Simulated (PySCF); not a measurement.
NbOF3, SMILES [F][Nb]([F])([F])=[O], multiplicity 1.

Coordinates come from a B3LYP-D3(BJ)/def2-SVP optimisation. The multiplicity is an assumed one; other spin states were not compared. The def2 effective core potentials stand for the cores of Nb; spin–orbit coupling is left out.

All values below come from B3LYP-D3(BJ)/def2-SVP (PySCF 2.14.0).

Frequencies are harmonic and unscaled.

Modes within 1.5 cm⁻¹ of each other (mostly degenerate sets) share a row, with their intensities summed.

Question: List the normal modes with their intensities. (Estimate from the structure and the level; the computed values follow.)

Answer: 
```csv
mode,ν (cm⁻¹),IR (km/mol),Raman (Å⁴/amu),depolarisation,moving atoms (share of kinetic energy)
1–2,167,23.0,2.2,0.75,"F 90 %, Nb 9 %"
3,203,17.9,0.5,0.66,"F 71 %, Nb 24 %"
4–5,263,26.7,4.3,0.75,"O 59 %, F 32 %, Nb 10 %"
6,702,52.8,6.7,0.02,F 95 %
7–8,733,338.1,0.9,0.75,"F 75 %, Nb 25 %"
9,1056,161.4,16.7,0.09,"O 85 %, Nb 15 %"
```
